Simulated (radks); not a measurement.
Cl, configuration [Ne] 3s2 3p5.

All-electron calculation, non-relativistic Kohn-Sham, LDA (Slater exchange, Perdew-Wang correlation), spin-polarised, spherical densities, point nucleus; open shells are filled with parallel spins first; hard spherical wall at 3 bohr. Program: a radial shooting solver on a logarithmic mesh with Libxc functionals.

Energy parts (hartree):
total: -457.72718
kinetic: 462.05865
electron-nucleus: -1103.02171
Hartree: 210.45110
exchange-correlation: -27.21521

Orbitals (lengths in bohr, moments of r in powers of bohr):
[
 {"orbital": "1s up", "occ.": "1", "eigenvalue (hartree)": "-99.76635", "<r^2>": "0.01129", "<1/r>": "16.51"},
 {"orbital": "1s down", "occ.": "1", "eigenvalue (hartree)": "-99.75805", "<r^2>": "0.01129", "<1/r>": "16.51"},
 {"orbital": "2s up", "occ.": "1", "eigenvalue (hartree)": "-8.65929", "<r^2>": "0.2403", "<1/r>": "3.264"},
 {"orbital": "2s down", "occ.": "1", "eigenvalue (hartree)": "-8.65051", "<r^2>": "0.2401", "<1/r>": "3.265"},
 {"orbital": "2p up", "occ.": "3", "eigenvalue (hartree)": "-6.50422", "<r^2>": "0.2102", "<1/r>": "3.184"},
 {"orbital": "2p down", "occ.": "3", "eigenvalue (hartree)": "-6.49326", "<r^2>": "0.2099", "<1/r>": "3.184"},
 {"orbital": "3s up", "occ.": "1", "eigenvalue (hartree)": "-0.39291", "<r^2>": "2.292", "<1/r>": "0.9430"},
 {"orbital": "3s down", "occ.": "1", "eigenvalue (hartree)": "-0.35574", "<r^2>": "2.298", "<1/r>": "0.9416"},
 {"orbital": "3p up", "occ.": "3", "eigenvalue (hartree)": "0.09287", "<r^2>": "2.518", "<1/r>": "0.8714"},
 {"orbital": "3p down", "occ.": "2", "eigenvalue (hartree)": "0.12908", "<r^2>": "2.527", "<1/r>": "0.8696"},
 {"orbital": "3d up", "occ.": "0", "eigenvalue (hartree)": "0.83275", "<r^2>": "2.759", "<1/r>": "0.7265"},
 {"orbital": "3d down", "occ.": "0", "eigenvalue (hartree)": "0.86696", "<r^2>": "2.768", "<1/r>": "0.7256"},
 {"orbital": "4s up", "occ.": "0", "eigenvalue (hartree)": "1.87975", "<r^2>": "3.642", "<1/r>": "0.8863"},
 {"orbital": "4s down", "occ.": "0", "eigenvalue (hartree)": "1.90564", "<r^2>": "3.641", "<1/r>": "0.8873"},
 {"orbital": "4p up", "occ.": "0", "eigenvalue (hartree)": "2.23632", "<r^2>": "3.489", "<1/r>": "0.9106"},
 {"orbital": "4p down", "occ.": "0", "eigenvalue (hartree)": "2.26261", "<r^2>": "3.485", "<1/r>": "0.9121"}
]

The highest occupied level is 3p down at 3.512 eV. The electron density at the nucleus is 3201 e/bohr^3. The spin density at the nucleus is -0.0793 e/bohr^3 (1s -0.1253, 2s 0.0025, 3s 0.0435), a Fermi contact field of -4.16 T. The density falls to 0.001 e/bohr^3 at r = 2.83 bohr. The pressure on the wall is 456 GPa. Summed over all electrons, <r^2> = 18.96 bohr^2, which gives a Langevin (diamagnetic) susceptibility term of -15 x 10^-6 cm^3/mol. Spin moment in Bohr magnetons: 1.
